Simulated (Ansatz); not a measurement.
Total energies of `BN[SiH2]F`.

| atom | x (Å) | y (Å) | z (Å) |
| --- | --- | --- | --- |
| B1 | -0.029 | 1.165 | -1.028 |
| N2 | -0.512 | -0.004 | -0.418 |
| Si3 | 0.207 | -0.800 | 0.935 |
| F4 | 1.060 | -2.064 | 0.457 |
| H5 | 0.954 | 1.681 | -0.582 |
| H6 | -0.605 | 1.625 | -1.971 |
| H7 | -1.342 | -0.421 | -0.816 |
| H8 | -0.855 | -1.328 | 1.820 |
| H9 | 1.121 | 0.147 | 1.602 |

Total charge 0; spin multiplicity 1. Geometry: relaxed with PBE0-D4/def2-TZVP. It is one conformer, not always the lowest. Basis def2-TZVPP, Ansatz 0.2.0.

RPA on PBE orbitals: Hartree–Fock energy of these orbitals -470.58909 Eh, correlation -1.13498 Eh (frozen core).

```json
{"functional": "PBE", "energy without D4 (Eh)": "-471.78210", "D4 term (kJ/mol)": "-14.6"}
{"functional": "HSE06 (plane-wave form)", "energy without D4 (Eh)": "-471.81083", "D4 term (kJ/mol)": "-11.3"}
```

(1) Give the same for LDA (SPW92), revPBE, BLYP, r2SCAN, B97M-V, PBE0, B3LYP, r2SCANh, r2SCAN0, BHLYP, CAM-B3LYP, LC-ωPBE, ωB97X-V, ωB97M-V, B2PLYP, PBE-QIDH. (Estimate.)

B3LYP takes the VWN-RPA correlation (the form of Gaussian; ORCA's B3LYP/G). HSE06 is the plane-wave form, built on full-range PBE exchange. The double hybrids freeze the cores in their second-order part.

Results:

(1) The calculation gave: 
```
 functional  energy without D4 (Eh)  D4 term (kJ/mol)
LDA (SPW92)              -469.58253                 –
     revPBE              -472.02049             -47.0
       BLYP              -472.10330             -32.7
     r2SCAN              -472.03219              -3.5
     B97M-V              -472.04070                 –
       PBE0              -471.82653             -12.2
      B3LYP              -472.18487             -23.6
    r2SCANh              -472.02269              -3.7
    r2SCAN0              -472.00934              -4.1
      BHLYP              -472.07785             -17.6
  CAM-B3LYP              -472.09811             -12.3
    LC-ωPBE              -471.95136                 –
    ωB97X-V              -472.04892                 –
    ωB97M-V              -472.06548                 –
     B2PLYP              -471.91045                 –
   PBE-QIDH              -471.72421                 –
```

LC-ωPBE has ω = 0.4 bohr⁻¹.
